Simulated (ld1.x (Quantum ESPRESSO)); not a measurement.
Ranking TM potentials for aluminium (Al)

All share these settings but for the change named:

ld1.x (Quantum ESPRESSO) 7.5 input, shortened:

```
&input
   title='Al', zed=13., rel=1, dft='PBE', iswitch=3,
   config='[Ne] 3s1.75 3p1.25 3d-2'
 /
 &inputp
   pseudotype=2, tm=.true., lloc=0,
   nlcc=.true., rcore=0.85
 /
3
3P  2  1   1.25   0.00  1.75  1.75  0.0
3D  3  2  -2.00   0.25  1.40  1.40  0.0
3S  1  0   1.75   0.00  1.45  1.45  0.0
 &test
   configts(1)='3s1.75 3p1.25'
 /
```

Cutoff: the first of the cutoffs (Ry, on a coarse ladder) from which the occupation-weighted sum of valence levels, in a spherical-Bessel basis at the reference potential, stays within 10 and 1 mRy of its value at 400 Ry; the density cutoff is not measured.

The base gives 30 Ry.

Of 10 variants that were run, those that failed, showed a ghost or another fault, or gave nearly equal values are left out.

A variant can come out equal or close to the base.

Rank these variants from softest to hardest (loose cutoff).
A. wave 3p (bound): rc 1.75 bohr becomes 3p (bound): rc 2.54 bohr
B. wave 3s (bound): rc 1.45 bohr becomes 3s (bound): rc 1.32 bohr
C. reference 3s2 3p0.75
D. all radii but the core radius scaled by about 0.83 (s 1.20, p 1.46, d 1.16 bohr)

A (30 Ry), C (35 Ry), B (40 Ry), D (70 Ry).
